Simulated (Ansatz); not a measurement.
Consider the ligand exchange at the Si–C bond: `CC(C)=C[SiH3]` + `FB(F)N[SiH3]` → `FB(F)N([SiH3])[SiH3]` + isobutene.

Calculated with Ansatz (gas phase, PBE0-D4/def2-TZVP geometries, no zero-point term in ΔE). CCSD(T)/CBS adds triple-zeta CCSD(T) − MP2 to the extrapolated MP2 energy (def2 sets, frozen cores). This one scheme is used for every species. DFT in def2-TZVPP. B3LYP here is the variant with VWN-RPA as its local correlation; programs differ in this. One conformer a species, not always the lowest.

Q: Is it downhill or uphill in electronic energy at CCSD(T)/CBS, and by how much? (Best estimate.)

A: Ansatz gave: Downhill: ΔE = -46.8 kJ/mol.

Q: What do these levels give: revPBE-D4, r2SCAN0-D4, BHLYP-D4, B3LYP, r2SCAN0, LC-ωPBE, RPA@PBE/def2-TZVPP, MP2/def2-SVP, SCS-MP2/def2-TZVPP, HF/def2-QZVPP, SCS-MP2/def2-QZVPP, HF/CBS(def2)? (An estimate is asked.)

A: Ansatz gave: revPBE-D4 -35.5, r2SCAN0-D4 -43.7, BHLYP-D4 -49.0, B3LYP -41.1, r2SCAN0 -43.5, LC-ωPBE -41.4, RPA@PBE/def2-TZVPP -47.7, MP2/def2-SVP -45.1, SCS-MP2/def2-TZVPP -48.7, HF/def2-QZVPP -51.4, SCS-MP2/def2-QZVPP -48.9, HF/CBS(def2) -51.5 kJ/mol.

Largest T1 diagnostic among the species: 0.012.

Leaving LDA and LC-ωPBE aside and taking each functional with its dispersion term where it has one, the values spread over 13.5 kJ/mol, from BHLYP-D4 to revPBE-D4. From PBE to PBE0 (25 % exact exchange), in def2-TZVPP and without D4, ΔE moves by −3.5 kJ/mol.
